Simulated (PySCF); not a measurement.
Isomers C$_{7}$H$_{9}$OP:

A. SMILES C#C[P@@](=O)(C=C)/C=C/C
B. SMILES C#C[P@@](=O)(C=C)C1CC1
C. SMILES COc1ccc(C)cp1
D. `O(C)C1=PC=CC(C)=C1`
E. `Cc1cpc(C2CC2)o1`
F. SMILES P1(C#C)CCC(=O)CC1

Spectrum 1. 1H NMR (500 MHz, computed): δ 2.60 (m, 4H), 2.35 (m, 1H), 2.08 (m, 4H). 13C{1H} NMR (computed): δ 214.7 (C), 99.6 (CH), 92.5 (C), 38.7 (CH2), 24.0 (CH2).

Spectrum 2. 1H NMR (500 MHz, computed): δ 6.73 (m, 1H), 6.58 (m, 1H), 6.33 (m, 1H), 2.28 (m, 1H), 1.12 (m, 1H), 0.85 (m, 1H), 0.77 (m, 1H), 0.73 (m, 1H), 0.61 (m, 1H). 13C{1H} NMR (computed): δ 142.4 (CH2), 141.5 (CH), 96.0 (CH), 86.1 (C), 15.1 (CH), 3.3 (CH2), 2.8 (CH2).

Spectrum 3. 1H NMR (500 MHz, computed): δ 6.72 (m, 1H), 2.57 (s, 3H), 2.13 (m, 1H), 1.34 (m, 2H), 0.73 (m, 2H). 13C{1H} NMR (computed): δ 217.8 (C), 161.0 (C), 126.1 (CH), 21.6 (CH2), 19.6 (CH), 17.7 (CH3).

Spectrum 4. 1H NMR (500 MHz, computed): δ 8.70 (m, 1H), 7.64 (m, 1H), 7.59 (m, 1H), 4.13 (s, 3H), 2.59 (s, 3H). 13C{1H} NMR (computed): δ 203.3 (C), 159.0 (CH), 141.3 (C), 137.8 (CH), 128.1 (CH), 59.9 (CH3), 26.9 (CH3).

Spectrum 5. 1H NMR (500 MHz, computed): δ 7.11 (m, 1H), 6.75 (m, 1H), 6.49 (m, 1H), 6.30 (m, 1H), 5.82 (m, 1H), 2.27 (m, 1H), 2.09 (d, 3H). 13C{1H} NMR (computed): δ 156.1 (CH), 141.9 (CH), 140.6 (CH2), 131.2 (CH), 96.3 (CH), 86.0 (C), 23.7 (CH3).

Spectrum 6. 1H NMR (500 MHz, computed): δ 8.88 (m, 1H), 7.67 (m, 1H), 7.57 (m, 1H), 4.15 (s, 3H), 2.61 (s, 3H). 13C{1H} NMR (computed): δ 205.2 (C), 161.0 (CH), 147.2 (C), 133.7 (CH), 128.1 (CH), 59.6 (CH3), 26.3 (CH3).

- shieldings: GIAO PBE0/pcSseg-1
- GFN2-xTB structure
- run in PySCF 2.14.0 with density-fitted response routines
- one computed conformer, fast rotation and ring inversion assumed for equivalent nuclei, in vacuum, non-relativistic Hamiltonian

Chemical shifts δ = σref − σ; 1H (σref 31.72), 13C (σref 186.93) vs TMS, all at this level. Splittings of carbon signals by F and P are missing where no couplings were computed. Where no couplings were computed, multiplicities follow the n + 1 count of equivalent neighbours, and m marks all less simple cases (inequivalent or close neighbours, rings, F or P nearby). Shifts are as computed. Against solution values, carbons near 30 ppm lie about +3 ppm off and those near 130 ppm about +5 ppm. Of 1211 compounds with measured shifts, 218 miss one by over three times the rms of a fit or turn the order of signals round; such compounds aren't used in these exercises.

Match each spectrum to its structure.

Results:

1–F, 2–B, 3–E, 4–C, 5–A, 6–D.

- Spectrum 1 (F): 5 13C signals; δC 214.7 is a ketone carbonyl carbon; δC 99.6 is a terminal alkyne carbon.
- Spectrum 2 (B): 7 13C signals; δC 142.4 is a terminal =CH2 carbon; δC 141.5 is an alkene CH.
- Spectrum 3 (E): 6 13C signals; δC 126.1 is an aromatic CH; δC 21.6 is a three-membered-ring carbon.
- Spectrum 4 (C): 7 13C signals; δC 203.3 is an aromatic carbon bearing oxygen; δC 137.8 is an aromatic CH.
- Spectrum 5 (A): 7 13C signals; δC 156.1 is an alkene CH; δC 141.9 is an alkene CH.
- Spectrum 6 (D): 7 13C signals; δC 205.2 is an aromatic carbon bearing oxygen; δC 133.7 is an aromatic CH.
